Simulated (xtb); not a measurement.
C₄H₄, SMILES C#CC=C. All values are semi-empirical tight-binding results from xtb (GFN2-xTB unless named), good for trends rather than for accurate numbers. Geometry optimised at GFN2-xTB.

Optimised geometry:

Bonds (Å): C1–C2 1.201, C1–H5 1.049, C2–C3 1.411, C3–C4 1.328, C3–H6 1.084, C4–H7 1.078, C4–H8 1.077. Angles (°): C2–C1–H5 179.3, C1–C2–C3 179.4, C2–C3–C4 123.1, C2–C3–H6 115.5, C4–C3–H6 121.4, C3–C4–H7 121.5, C3–C4–H8 121.6, H7–C4–H8 116.9.
Charge 0, spin multiplicity 1.

Q: Estimate the properties. (An estimate is asked for; the answer gives what the named calculation found.)

A: 
```json
{
  "point_group_as_xtb_finds_it": "Cs",
  "orbital_gap": "4.20 eV",
  "dipole_moment": "0.23 D",
  "zero_point_energy": "37.2 kcal/mol",
  "G − E(el) at 298.15 K (modified RRHO)": "20.8 kcal/mol",
  "static polarisability (D4 model)": "45.7 bohr³",
  "solvation energy, GFN2-xTB/ALPB(water)": "-1.0 kcal/mol",
  "solvation energy, GFN2-xTB/ALPB(dmf)": "-4.5 kcal/mol"
}
```

Q: Give the IR lines (harmonic; lines under 4 % of the strongest left out, lines within 3 cm⁻¹ merged). (An estimate is asked for; the answer gives what the named calculation found.)

A: ν (cm⁻¹): 481 (w), 582 (m), 665 (m), 708 (w), 884 (m), 994 (s), 1663 (w), 3037 (s), 3104 (m), 3132 (vs), 3395 (w) (against the strongest line: vs over 80 %, s over 45 %, m over 15 %, w over 4 %, vw less)

Q: Give the atomic charges and the Wiberg bond orders between heavy atoms. (An estimate is asked for; the answer gives what the named calculation found.)

A: charges (e) C1 -0.10, C2 -0.02, C3 0.00, C4 -0.08, H5 0.08, H6 0.05, H7 0.04, H8 0.04. Bond orders C1–C2 2.82, C2–C3 1.13, C3–C4 1.89.
